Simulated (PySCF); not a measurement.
Al(CF3)(Cl)(F), SMILES [Al]([C](F)(F)F)([Cl])[F] (CAlClF₄), B3LYP/def2-SVP optimised geometry.

```
7

Al    -0.73    -0.16     0.00
C      1.28    -0.16     0.00
F      1.79     0.69    -0.91
F      1.80    -1.38    -0.26
F      1.75     0.22     1.21
Cl    -1.80     1.62     0.00
F     -1.52    -1.62     0.03
```

Density from B3LYP/def2-TZVP in PySCF at that geometry.

Minimum of the electron density along straight lines between bonded atoms, close to the bond critical point (lines longer than 1.1 times the sum of covalent radii, or with two minima, are not listed):

```json
[
 {"bond": "Al1–C2", "length / Å": "2.008", "ρ at the minimum / e bohr⁻³": "0.086", "∇²ρ there / e bohr⁻⁵": "0.22", "position (fraction from the first atom)": "0.40"},
 {"bond": "C2–F3", "length / Å": "1.352", "ρ at the minimum / e bohr⁻³": "0.275", "∇²ρ there / e bohr⁻⁵": "-0.46", "position (fraction from the first atom)": "0.34"},
 {"bond": "C2–F4", "length / Å": "1.348", "ρ at the minimum / e bohr⁻³": "0.278", "∇²ρ there / e bohr⁻⁵": "-0.46", "position (fraction from the first atom)": "0.34"},
 {"bond": "C2–F5", "length / Å": "1.356", "ρ at the minimum / e bohr⁻³": "0.273", "∇²ρ there / e bohr⁻⁵": "-0.47", "position (fraction from the first atom)": "0.34"},
 {"bond": "Al1–Cl6", "length / Å": "2.080", "ρ at the minimum / e bohr⁻³": "0.079", "∇²ρ there / e bohr⁻⁵": "0.31", "position (fraction from the first atom)": "0.38"},
 {"bond": "Al1–F7", "length / Å": "1.654", "ρ at the minimum / e bohr⁻³": "0.113", "∇²ρ there / e bohr⁻⁵": "0.90", "position (fraction from the first atom)": "0.44"}
]
```
